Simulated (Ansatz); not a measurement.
Gas-phase electronic energies from Ansatz, PBE0-D4/def2-TZVP geometries. CBS: MP2 limit from def2 TZ/QZ plus the TZ coupled-cluster correction, frozen cores. DFT in def2-TZVPP. B3LYP here is the variant with VWN-RPA as its local correlation; programs differ in this. Elements past krypton have def2 core potentials. For Br, Sn outer-core shells are correlated without core-valence functions, which leaves a few kJ/mol of doubt a bond. Scalar relativity is left out up to krypton. Each species was taken in one conformer, which may not be the lowest.

`C=N[SiH2]N` + `[OH][Sn]([Cl])([Cl])[Br]` → `C=N[SiH](N)O` + `[Cl][SnH]([Cl])[Br]`  (redistribution)

`C=N[SiH2]N`:

Z-matrix (Å, degrees):
```
Si
N 1 1.750
N 1 1.708 2 114.0
H 1 1.493 2 109.5 3 120.4
H 1 1.482 2 105.7 3 -118.9
C 2 1.257 1 123.1 3 -123.4
H 3 1.007 1 120.1 2 76.0
H 3 1.007 1 120.3 2 -69.0
H 6 1.097 2 120.7 1 -179.8
H 6 1.104 2 124.1 1 0.2
```

`[OH][Sn]([Cl])([Cl])[Br]`:

Cartesian coordinates in Å:
```
O -0.641 1.219 -0.843
Sn -0.031 -0.324 0.150
Cl -1.868 -1.652 0.425
Cl 1.574 -1.450 -1.051
Br 0.916 0.333 2.306
H 0.050 1.873 -0.987
```

`C=N[SiH](N)O`:

Z-matrix (Å, degrees):
```
Si
N 1 1.735
O 1 1.647 2 107.0
N 1 1.709 2 114.0 3 121.1
H 1 1.482 2 107.0 3 -121.5
C 2 1.258 1 125.1 3 -0.0
H 3 0.958 1 116.3 2 167.6
H 4 1.008 1 120.2 2 -55.9
H 4 1.008 1 118.7 2 85.7
H 6 1.100 2 123.9 1 0.2
H 6 1.097 2 120.2 1 -179.8
```

`[Cl][SnH]([Cl])[Br]`:

Z-matrix (Å, degrees):
```
Sn
Cl 1 2.303
Br 1 2.448 2 107.9
Cl 1 2.303 2 107.0 3 115.9
H 1 1.693 2 110.8 3 -123.2
```

```
             level  ΔE (kcal/mol)  difference from CCSD(T)/CBS
            PBE-D4          -21.2                          1.3
         r2SCAN-D4          -23.1                         -0.6
           PBE0-D4          -23.3                         -0.8
          B3LYP-D4          -23.0                         -0.5
           ωB97X-V          -23.1                         -0.6
           ωB97M-V          -24.1                         -1.6
            B2PLYP          -22.7                         -0.2
               PBE          -21.2                          1.3
            r2SCAN          -23.1                         -0.6
              PBE0          -23.4                         -0.9
             B3LYP          -23.0                         -0.5
     HF/def2-TZVPP          -26.0                         -3.5
    MP2/def2-TZVPP          -22.7                         -0.2
SCS-MP2/def2-TZVPP          -22.4                          0.1
   CCSD/def2-TZVPP          -23.9                         -1.4
CCSD(T)/def2-TZVPP          -23.0                         -0.5
     HF/def2-QZVPP          -25.7                         -3.2
    MP2/def2-QZVPP          -22.3                          0.2
SCS-MP2/def2-QZVPP          -22.1                          0.4
      HF/CBS(def2)          -25.7                         -3.2
     MP2/CBS(def2)          -22.1                          0.4
    CCSD/CBS(def2)          -23.4                         -0.9
       CCSD(T)/CBS          -22.5                            0
```

Largest T1 diagnostic among the species: 0.012.

From PBE to PBE0 (25 % exact exchange), in def2-TZVPP and without D4, ΔE moves by −2.2 kcal/mol. In def2-TZVPP, CCSD(T) changes the Hartree–Fock value by +3.0 kcal/mol (the triples alone add +0.9 kcal/mol) and MP2 by +3.3 kcal/mol.
